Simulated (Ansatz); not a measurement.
`FBC[SiH3]` + `N[SiH2]F` → `F[SiH2]N[SiH3]` + `CBF` at 298.15 K and 1 bar (ligand exchange at the Si–C bond).

Gas-phase electronic energies from Ansatz, PBE0-D4/def2-TZVP geometries. CBS: MP2 limit from def2 TZ/QZ plus the TZ coupled-cluster correction, frozen cores. This one scheme is used for every species. One conformer a species, not always the lowest.

```tsv
species	CCSD(T)/CBS energy (Eh)	H − E (kJ/mol)	S (J/(mol·K))
`FBC[SiH3]`	-455.38583	195.4	324.0
`N[SiH2]F`	-446.07709	135.8	281.7
`F[SiH2]N[SiH3]`	-736.37696	182.7	339.7
`CBF`	-165.10297	148.1	274.8
```

H − E and S are ideal-gas, rigid-rotor, harmonic terms from PBE0-D4/def2-TZVP, for one conformer and one mirror image of each species. 1 Eh = 2625.50 kJ/mol, R = 8.31446 J/(mol·K).

Task: By hand: ΔE, ΔH, ΔS and ΔG.

Result: ΔE = (-736.37696) + (-165.10297) − (-455.38583) − (-446.07709) = -0.01701 Eh = -44.7 kJ/mol. Δ(H − E) = 182.7 + 148.1 − 195.4 − 135.8 = -0.4, so ΔH = -45.1 kJ/mol. ΔS = 339.7 + 274.8 − 324.0 − 281.7 = 8.8 J/(mol·K). ΔG = -45.1 − 298.15 × (8.8)/1000 = -47.7 kJ/mol.

Task: By hand: the equilibrium constant, and the temperature at which ΔG would vanish if ΔH and ΔS stayed fixed.

Result: log₁₀ K = −ΔG/(RT ln 10) = 8.4. ΔH and −TΔS have one sign here, so there is no such temperature.

The number of gas molecules stays the same, so ΔS is small and ΔH decides. A doubt of 5 kJ/mol in ΔE shifts log₁₀ K by 0.9 here. Other conformers and mirror images would add mixing entropy, several J/(mol·K) or more a flexible species. These are equilibria of isolated gas molecules and say nothing of rates. Largest T1 diagnostic: 0.012 (customary marks: 0.02 for closed shells, 0.045 for open ones).

ΔS is within the doubt of such terms, so its sign, and with it that verdict, could turn.
